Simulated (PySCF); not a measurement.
## Radial density of O²⁺ (oxygen, charge +2)

UHF, [He] 2s2 2p2, high-spin 3P determinant. Calculation: PySCF 2.14, in def2-TZVP; the non-relativistic Hamiltonian (point nucleus).

```
r (bohr)  4πr²ρ (e/bohr)  4πr²(ρα − ρβ)
 0.00275         0.02874         0.0000
 0.00463         0.07914         0.0000
 0.00779          0.2124         0.0000
  0.0131          0.5525         0.0001
  0.0221           1.354         0.0005
  0.0371           3.019         0.0019
  0.0624           5.719         0.0087
   0.105           8.290         0.0424
   0.177           7.763         0.1823
   0.297           4.020         0.6495
   0.499           2.959         1.5477
   0.840           3.919         1.8753
    1.41           1.758         0.7834
    2.38          0.1406         0.0655
    4.00       0.0006802         0.0003
```
